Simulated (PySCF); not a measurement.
The first ionisation energy along the 5d series

Calculated with PySCF 2.14 from differences of total energies of unrestricted determinants, without spin-orbit coupling. Values in eV. The last column holds reference values (NIST; (s) semi-empirical, (t) theoretical, else measured). Unmarked ones compare directly (S terms, centres of terms, or small fine structure); those marked * lie between the lowest fine-structure levels and include a spin-orbit shift.

| element | configurations | UHF | PBE | PBE0 | MP2 (valence) | SCS-MP2 (valence) | CCSD (valence) | reference |
| --- | --- | --- | --- | --- | --- | --- | --- | --- |
| Hf (x2c-TZVPPall, spin-free X2C) | [Xe] 4f14 5d2 6s2 → [Xe] 4f14 5d1 6s2 | n/a | n/a | n/a | n/a | n/a | n/a | 6.712 |
| Ta (x2c-TZVPPall, spin-free X2C) | [Xe] 4f14 5d3 6s2 → [Xe] 4f14 5d3 6s1 | 5.772 | 7.412 | 7.187 | 6.929 | 7.156 | 7.159 | 7.573 |
| W (x2c-TZVPPall, spin-free X2C) | [Xe] 4f14 5d4 6s2 → [Xe] 4f14 5d4 6s1 | 5.919 | 7.656 | 7.412 | 6.763 | 6.950 | 6.919 | 7.825 |
| Re (x2c-TZVPPall, spin-free X2C) | [Xe] 4f14 5d5 6s2 → [Xe] 4f14 5d5 6s1 | 5.962 | 7.722 | 7.476 | 7.310 | 7.578 | 7.421 | 7.834 |
| Os (x2c-TZVPPall, spin-free X2C) | [Xe] 4f14 5d6 6s2 → [Xe] 4f14 5d6 6s1 | 6.551 | 8.443 | 8.158 | 8.010 | 8.219 | 8.041 | 8.473 |
| Ir (x2c-TZVPPall, spin-free X2C) | [Xe] 4f14 5d7 6s2 → [Xe] 4f14 5d7 6s1 | 7.062 | 9.029 | 8.728 | 8.610 | 8.755 | 8.570 | 8.926 |
| Pt (x2c-TZVPPall, spin-free X2C) | [Xe] 4f14 5d9 6s1 → [Xe] 4f14 5d9 | 7.594 | 9.396 | 9.090 | 8.900 | 8.695 | 8.681 | 8.959 * |
| Au (x2c-TZVPPall, spin-free X2C) | [Xe] 4f14 5d10 6s1 → [Xe] 4f14 5d10 | 7.712 | 9.582 | 9.251 | 9.092 | 8.906 | 8.874 | 9.226 |
| Hg (x2c-TZVPPall, spin-free X2C) | [Xe] 4f14 5d10 6s2 → [Xe] 4f14 5d10 6s1 | 8.521 | 10.495 | 10.190 | 10.300 | 10.231 | 10.055 | 10.438 |

```csv
method,elements,mean error (eV),mean absolute error (eV),largest error (eV)
UHF,7,-1.828,1.828,-1.923
PBE,7,0.006,0.141,0.356
PBE0,7,-0.270,0.277,-0.413
MP2 (valence),7,-0.469,0.469,-1.062
SCS-MP2 (valence),7,-0.357,0.357,-0.875
CCSD (valence),7,-0.465,0.465,-0.907
```

Errors include the incompleteness of the basis and the frozen core.

"Valence" correlates the outer s and p shells and, in groups 3 to 12 and the f block, the outer d or f shell, open or full, or the next shell where the ion has no valence electron left; the wider scheme adds the next inner shell.
